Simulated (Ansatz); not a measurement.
Gas-phase electronic energies from Ansatz, PBE0-D4/def2-TZVP geometries. CCSD(T)/CBS is the MP2 limit (def2-TZVPP, def2-QZVPP) plus CCSD(T) − MP2 in def2-TZVPP, frozen cores. Functionals use def2-TZVPP. HSE06 is defined as in plane-wave codes. One conformer a species, not always the lowest.

`BC(F)(F)F` + `C[SiH2]BN` → `BBN` + `C[SiH2]C(F)(F)F`  (redistribution)

```json
{"level": "r2SCAN0-D4", "ΔE (kJ/mol)": "6.1", "difference from CCSD(T)/CBS": "-2.2"}
{"level": "HSE06-D4", "ΔE (kJ/mol)": "7.7", "difference from CCSD(T)/CBS": "-0.6"}
{"level": "B2PLYP", "ΔE (kJ/mol)": "7.5", "difference from CCSD(T)/CBS": "-0.8"}
{"level": "BLYP", "ΔE (kJ/mol)": "4.4", "difference from CCSD(T)/CBS": "-3.9"}
{"level": "r2SCAN", "ΔE (kJ/mol)": "4.4", "difference from CCSD(T)/CBS": "-3.9"}
{"level": "MP2/def2-SVP", "ΔE (kJ/mol)": "19.2", "difference from CCSD(T)/CBS": "10.9"}
{"level": "CCSD/def2-SVP", "ΔE (kJ/mol)": "18.7", "difference from CCSD(T)/CBS": "10.4"}
{"level": "HF/def2-TZVPP", "ΔE (kJ/mol)": "9.1", "difference from CCSD(T)/CBS": "0.8"}
{"level": "MP2/def2-TZVPP", "ΔE (kJ/mol)": "11.1", "difference from CCSD(T)/CBS": "2.8"}
{"level": "SCS-MP2/def2-TZVPP", "ΔE (kJ/mol)": "11.1", "difference from CCSD(T)/CBS": "2.8"}
{"level": "CCSD(T)/CBS", "ΔE (kJ/mol)": "8.3", "difference from CCSD(T)/CBS": "0"}
```

Question: What do rigid-rotor, harmonic-oscillator terms from PBE0-D4/def2-TZVP frequencies (298.15 K, 1 bar) make of the CCSD(T)/CBS value? (Estimate.)

Answer: Ansatz gave: ΔZPE = -2.7 kJ/mol, ΔH = +5.9 kJ/mol, ΔS = -7 J/(mol·K), ΔG = +8.0 kJ/mol.

Largest T1 diagnostic among the species: 0.013.

At CCSD(T), def2-SVP lies +11.0 kJ/mol from the extrapolated value and def2-TZVPP +3.2 kJ/mol. Leaving LDA and LC-ωPBE aside and taking each functional with its dispersion term where it has one, the values, not all of them listed here, spread over 6.8 kJ/mol, from B97M-V to PBE-QIDH.
